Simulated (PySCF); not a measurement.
**Re³⁴⁺: ionisation energy**

Re³⁴⁺ [Kr] 4d5 [4d3/2^4 4d5/2^1, M_J = 5/2] → Re³⁵⁺ [Kr] 4d4 [4d3/2^4, M_J = 0], as a difference of total energies. All numbers are calculated (PySCF 2.14, the two-component X2C-1e Hamiltonian, in an uncontracted even-tempered set (17 s from 3.5 bohr⁻², ratio 2.8; 14 p from 4.6 bohr⁻², ratio 2.8; 9 d from 4.6 bohr⁻², ratio 2.8; 3 f from 19 bohr⁻², ratio 3)). Correlated levels: [Ar] 3d10 frozen; the 92 highest virtual spinors dropped. "Screened" scales the spin-orbit matrix elements by Boettger's factors to mimic the two-electron term; Breit and QED terms are absent.

| method | ionisation energy (eV) |
| --- | --- |
| GHF (spin-free) | 1470.5 |
| GMP2 (spin-free) | 1470.4 |
| GHF (screened spin-orbit) | 1454.0 |
| GMP2 (screened spin-orbit) | 1453.8 |

Breit and QED terms and the two-electron picture change are absent.

The spin-free rows relax to the high-spin LS determinant and lack the spin-orbit shift.

The labels give the starting determinants; with spin-orbit coupling the two ends relaxed to ⟨J²⟩ = 8.75, ⟨L²⟩ = 5.19, ⟨S²⟩ = 3.35 and ⟨J²⟩ = 0.00, ⟨L²⟩ = 2.49, ⟨S²⟩ = 2.49.

For comparison: 1454 ± 5 eV (theoretical estimate listed by NIST; NIST Atomic Spectra Database, ionization energies).
